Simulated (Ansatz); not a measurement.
`BC(=C)CI` and `BC=C` differ in one atom or group.

Ansatz, PBE0-D4/def2-TZVP geometries, multiplicity 1. Each molecule was computed in one conformer, which needn't be the lowest.

Elements past krypton have def2 core potentials.  Spin–orbit coupling is left out; it splits and shifts lone-pair levels of the heavy atoms by tenths of an eV.

```tsv
property	`BC(=C)CI`
LUMO energy (PBE/def2-TZVPP) / eV	-3.21
LUMO energy (B3LYP/def2-TZVPP) / eV	-2.44
HOMO energy (B3LYP/def2-TZVPP) / eV	-7.05
HOMO energy (ωB97M-V/def2-TZVPP) / eV	-9.43
size of the dipole moment (B3LYP/def2-TZVPP) / D	2.10
size of the dipole moment (ωB97M-V/def2-TZVPP) / D	2.12
```

(1) What does the change do to each property? (Estimate.)

Answers

(1) Ansatz gave: 
```json
{"property": "LUMO energy (PBE/def2-TZVPP) / eV", "`BC=C`": "-3.10", "shift": "0.11"}
{"property": "LUMO energy (B3LYP/def2-TZVPP) / eV", "`BC=C`": "-2.30", "shift": "0.14"}
{"property": "HOMO energy (B3LYP/def2-TZVPP) / eV", "`BC=C`": "-8.27", "shift": "-1.22"}
{"property": "HOMO energy (ωB97M-V/def2-TZVPP) / eV", "`BC=C`": "-10.74", "shift": "-1.31"}
{"property": "size of the dipole moment (B3LYP/def2-TZVPP) / D", "`BC=C`": "1.34", "shift": "-0.76"}
{"property": "size of the dipole moment (ωB97M-V/def2-TZVPP) / D", "`BC=C`": "1.29", "shift": "-0.83"}
```

With PBE0 the HOMO falls by 1.22 eV and the LUMO rises by 0.16 eV, so the gap widens by about 1.38 eV. PBE moves the HOMO by -1.30 eV and ωB97M-V by -1.31 eV. Dipoles are sizes alone; their direction can turn.

B3LYP here is the variant with VWN-RPA as its local correlation; programs differ in this.
